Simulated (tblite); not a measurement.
C₇H₁₁S (doublet state).
SMILES with atom numbers: `[CH2:1]=[CH:2]/[CH:3]=[CH:4]\[CH:5][CH2:6][S:7][CH3:8]` (hydrogens: H9, H10 on C1; H11 on C2; H12 on C3; H13 on C4; H14 on C5; H15, H16 on C6; H17, H18, H19 on C8)

Geometry (GFN2-xTB, Å), atoms numbered from 1 in this order:
```
atom  x, y, z in Å
C1    -3.6013    0.9761    0.0890
C2    -2.3619    0.5952   -0.2842
C3    -1.6035   -0.3641    0.4144
C4    -0.3243   -0.8171    0.0743
C5     0.4044   -0.4773   -1.0274
C6     1.7728   -0.9608   -1.2579
S7     2.9796    0.4039   -0.9088
C8     2.7257    0.5756    0.8776
H9    -4.0803    0.5476    0.9531
H10   -4.1577    1.7159   -0.4576
H11   -1.9196    1.0498   -1.1599
H12   -2.0552   -0.7865    1.3022
H13    0.1192   -1.5385    0.7529
H14    0.0288    0.2368   -1.7441
H15    1.9612   -1.2057   -2.3022
H16    2.0435   -1.8003   -0.6177
H17    1.6787    0.7891    1.0758
H18    3.0358   -0.3370    1.3804
H19    3.3444    1.4065    1.1994
```

Computed values, GFN2-xTB/tblite, gas phase, harmonic and unscaled. Errors from tens to a few hundred cm⁻¹ against measured bands are possible. One conformer, not necessarily the lowest. Open shells enter through the occupations alone, without spin polarisation, and single modes of such species can be off by tens of per cent.

Harmonic wavenumbers (cm⁻¹): 47.8, 67.9, 79.0, 125.5, 141.7, 174.1, 237.2, 281.7, 325.9, 342.5, 394.9, 587.0, 632.5, 669.7, 732.5, 754.5, 785.5, 831.7, 851.8, 935.2, 950.1, 960.5, 962.2, 991.2, 1048.3, 1110.2, 1160.6, 1187.7, 1231.2, 1266.6, 1278.9, 1315.7, 1323.3, 1370.3, 1430.1, 1436.4, 1449.4, 1451.3, 1503.1, 1577.1, 2978.2, 2995.3, 3015.4, 3021.9, 3028.2, 3061.4, 3063.4, 3074.5, 3096.0, 3107.8, 3144.1.

A = 3948, B = 652.8, C = 632.4 MHz; mass 127.058 u (most abundant isotopes); point group C1, symmetry number 1; spin multiplicity 2.

**Question.** What is the zero-point energy?

**Answer.** Half the sum of the wavenumbers: 33795 cm⁻¹ = 404.27 kJ/mol.

**Question.** Entropy at 400 K, 1 bar (ideal gas, RRHO, classical rotation)?

**Answer.** Translation 175.38, rotation 127.80, vibration 174.74, spin (R ln 2) 5.76: S = 483.7 J/(mol K).

**Question.** And Cp and H(400 K) − H(0)?

**Answer.** Cp = 202.65 J/(mol K), of which vibrations give 169.39 (their classical limit is 51 R = 424.0); H(400 K) − H(0) = 48.54 kJ/mol without the zero-point energy, 35.24 from vibrations.

**Question.** Which modes carry the vibrational entropy at 400 K?

**Answer.** 47.8 cm⁻¹: 22.96; 67.9 cm⁻¹: 20.06; 79.0 cm⁻¹: 18.80; 125.5 cm⁻¹: 15.00; 141.7 cm⁻¹: 14.01; 174.1 cm⁻¹: 12.34 J/(mol K); the other 45 give 71.57 together.

**Question.** Blend soft modes into free rotors: weight 1/[1 + (100 cm⁻¹/ν̃)⁴] for the oscillator and the rest for a rotor with moment μB/(μ + B), μ = h/(8π²ν), B = 10⁻⁴⁴ kg m². What vibrational entropy results?

**Answer.** 159.26 J/(mol K) in place of 174.74, which changes −T·S at 400 K by +6.19 kJ/mol.

**Question.** What must be added to the electronic energy to get the Gibbs energy at 400 K and 1 bar?

**Answer.** ZPE + [H(400 K) − H(0)] − T·S = 404.27 + 48.54 − 193.47 = 259.34 kJ/mol.

**Question.** How do the functions run with temperature in this model?

**Answer.** 
```csv
T (K),S (J/(mol K)),Cp (J/(mol K)),H − H(0) (kJ/mol),G − H(0) (kJ/mol),ln q(vib)
100,304.7,84.1,5.82,-24.65,2.03
200,374.6,121.5,16.11,-58.80,4.98
300,431.4,162.2,30.26,-99.15,7.74
500,532.8,237.5,70.60,-195.78,13.04
800,661.6,310.0,153.71,-375.60,20.54
1000,734.4,341.6,219.02,-515.36,25.16
```

q(vib) and H(0) count from the zero-point level.

Hindered rotation and anharmonicity are outside this model. Other conformers, if any are populated, would add a mixing term that is left out. The structure is chiral; the term R ln 2 for an equal mix with its mirror image is left out.

On one thread of an Arm Neoverse V2, shared host with 96 logical CPUs at a one-minute load of 75, this took 0.63 s. The figure is for the frequency step alone.
